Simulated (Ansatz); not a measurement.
The cluster Cs3H4. Total charge 0; doublet. Geometry PBE-D4/def2-TZVPD, that of the charge -1 singlet; atoms count from 1.

Cartesian coordinates in Å:
```
Cs -0.9559 2.0539 1.0055
Cs 2.4296 -0.0953 -0.4871
Cs -1.3073 -2.1045 0.0657
H -2.9633 0.2370 0.0602
H 0.4573 -0.4040 1.6171
H 1.3735 2.5687 -0.5858
H 0.9661 -2.2558 -1.6757
```

In the def2 sets Cs takes a core potential; there is no spin–orbit coupling. The structure comes from a short search, and lower isomers may exist.

Estimate the Mulliken populations from the PBE0/def2-TZVPD orbitals of Ansatz.


```
atom  charge (e)  spin (α − β)
 Cs1        0.70         -0.01
 Cs2        0.67         -0.09
 Cs3        0.70         -0.01
  H4       -0.44          0.43
  H5       -0.66          0.02
  H6       -0.49          0.33
  H7       -0.49          0.33
```
Mulliken values and Mayer orders depend strongly on the basis. With diffuse functions, as here, like atoms can get unlike values, and bond orders can come out too low or too high.

Where does the spin sit?

Summed by element: Cs -0.11, H 1.11, of 1 unpaired in all. Largest on single atoms: H4 0.43, H7 0.33, H6 0.33.
